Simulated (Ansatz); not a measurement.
Start from `SB(Cl)Cl` and change one atom or group to get `S=CB(S)Cl`.

Ansatz, PBE0-D4/def2-TZVP geometries, multiplicity 1. Each molecule was computed in one conformer, which needn't be the lowest.

| property | `SB(Cl)Cl` |
| --- | --- |
| LUMO energy (ωB97M-V/def2-TZVPP) / eV | 0.79 |
| size of the dipole moment (B3LYP/def2-TZVPP) / D | 1.19 |
| HOMO energy (B3LYP/def2-TZVPP) / eV | -8.08 |
| HOMO–LUMO gap (PBE/def2-TZVPP) / eV | 4.91 |
| HOMO energy (PBE0/def2-TZVPP) / eV | -8.35 |
| HOMO–LUMO gap (ωB97M-V/def2-TZVPP) / eV | 11.28 |

(1) What does the change do to each property? (An estimate is asked.)

Results:

(1) The calculation gave: 
```
                                        property  `S=CB(S)Cl`  shift
           LUMO energy (ωB97M-V/def2-TZVPP) / eV        -1.42  -2.21
size of the dipole moment (B3LYP/def2-TZVPP) / D         2.18   0.99
             HOMO energy (B3LYP/def2-TZVPP) / eV        -6.53   1.55
             HOMO–LUMO gap (PBE/def2-TZVPP) / eV         1.18  -3.73
              HOMO energy (PBE0/def2-TZVPP) / eV        -6.78   1.57
         HOMO–LUMO gap (ωB97M-V/def2-TZVPP) / eV         7.58  -3.70
```

With PBE0 the HOMO rises by 1.57 eV and the LUMO falls by 2.20 eV, so the gap narrows by about 3.77 eV. PBE moves the HOMO by 1.63 eV and ωB97M-V by 1.49 eV. Dipoles are sizes alone; their direction can turn.

B3LYP here is the variant with VWN-RPA as its local correlation; programs differ in this.
